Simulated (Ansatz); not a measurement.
# HI (hydrogen iodide): entropy by statistical mechanics

A linear singlet with charge 0, relaxed at wB97M-V/def2-TZVPD (core potential) (Ansatz 0.2.0):

```xyz
2

I    -0.6814    0.2449   -0.3449
H     0.6814   -0.2449    0.3449
```

Harmonic wavenumbers in cm⁻¹: 2374.

Masses in u: I 126.904, H 1.008. Take T = 298.15 K, p = 1 bar, R = 8.3145 J/(mol K), kT/hc = 207.22 cm⁻¹, rigid rotor and harmonic oscillator.

**Question.** Compute the standard molar entropy.

**Answer.** 
1. Translation (Sackur–Tetrode): S = R[3/2 ln M + 5/2 ln T − 1.1517] with M = 127.912 gives 169.4 J/(mol K).
2. Rotation: the moment of inertia is 2.573 u Å², so B = 16.8576/I = 6.5515 cm⁻¹; σ = 1; q = kT/(σhcB) = 31.6; S = R(ln q + 1) = 37.0.
3. Vibration: with u = ν̃/207.22, each mode gives R[u/(eᵘ − 1) − ln(1 − e⁻ᵘ)]; the sum is 0.0.
4. Electronic: R ln 1 = 0.0, from the spin multiplicity alone.
5. Sum: 169.4 + 37.0 + 0.0 + 0.0 = 206.4 J/(mol K).

The tabulated value is 206.6 J/(mol K) (CRC Handbook of Chemistry and Physics): the model is off by -0.2.
